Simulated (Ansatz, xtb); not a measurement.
# Two isomers of F3GaH3P

Structure X: `[F][Ga-]([F])([F])[PH3+]`, a singlet. Structure Y: `F[PH2+][GaH-]([F])[F]`, a singlet. Both are isolated molecules in the gas phase, relaxed with PBE0-D4/def2-SVP; the shapes shown needn't be the lowest conformers.

X (Å):

```yaml
atoms:
  - { symbol: F, position_ang: [-0.3434, 1.1286, -3.0503] }
  - { symbol: F, position_ang: [-0.9074, 1.4998, -0.1372] }
  - { symbol: F, position_ang: [-2.4194, -0.5501, -1.7035] }
  - { symbol: Ga, position_ang: [-1.0146, 0.4880, -1.5638] }
  - { symbol: P, position_ang: [0.7215, -1.2167, -1.0110] }
  - { symbol: H, position_ang: [2.0429, -0.7534, -0.8126] }
  - { symbol: H, position_ang: [0.9424, -2.2453, -1.9562] }
  - { symbol: H, position_ang: [0.5299, -1.9774, 0.1658] }
```

Y (Å):

```
atom    x (Å)    y (Å)    z (Å)
   F  -1.3561  -0.9831  -1.7509
   F   0.7056   1.8040   0.3215
   F   1.5131  -0.7146   1.5516
  Ga   0.1814   0.4163   1.3746
   P  -0.5250   0.1550  -0.9749
   H  -1.2054   1.3190  -1.4036
   H   0.6395   0.2373  -1.7726
   H  -0.8874   0.6405   2.4701
```

**Question.** Which of the two would you expect CCSD(T)/def2-SVP + ΔMP2/def2-TZVPP electronic energies to favour?

**Answer.** Structure X; the calculation gives E(Y) − E(X) = +0.933 eV.

The same difference at several levels:

| level | geometry | E(Y) − E(X) (eV) | departure from the last row (eV) | job, with rough time for the two |
| --- | --- | --- | --- | --- |
| PBE0-D4/def2-SVP | PBE0-D4/def2-SVP | +1.000 | +0.068 | optimisation, 45 s |
| HF/def2-SVP | PBE0-D4/def2-SVP | +1.268 | +0.336 | part of the CCSD(T) run |
| MP2/def2-SVP | PBE0-D4/def2-SVP | +1.304 | +0.371 | part of the CCSD(T) run |
| CCSD(T)/def2-SVP | PBE0-D4/def2-SVP | +1.265 | +0.332 | single point |
| CCSD(T)/def2-SVP + ΔMP2/def2-TZVPP | PBE0-D4/def2-SVP | +0.933 |  | single point, 17 s |

As drawn, Y has 1 F–P, 1 Ga–H in place of 1 F–Ga, 1 P–H.

The levels shown agree on the order. The largest departure from CCSD(T)/def2-SVP + ΔMP2/def2-TZVPP is that of MP2/def2-SVP, 0.371 eV. Levels run at GFN2-xTB geometries aren't shown. The last row adds to CCSD(T) the change of the MP2 difference between the two basis sets, here −0.332 eV, a large step that makes the value less sure.

With harmonic frequencies from PBE0-D4/def2-SVP (ideal gas, rigid rotor, one conformer each, 298.15 K, 1 atm): on the last row, ΔE + ΔZPE = +0.941, ΔH = +0.918, ΔG = +0.962 eV.

The correlated steps freeze 17 core orbitals; the filled d shell of Ga is correlated, in a basis made for valence electrons. Mirror images aren't counted in ΔG. Run with Ansatz 0.2.0; the last row on 2 threads of AMD EPYC 9R45 96-Core Processor (Zen 5) on a shared host.
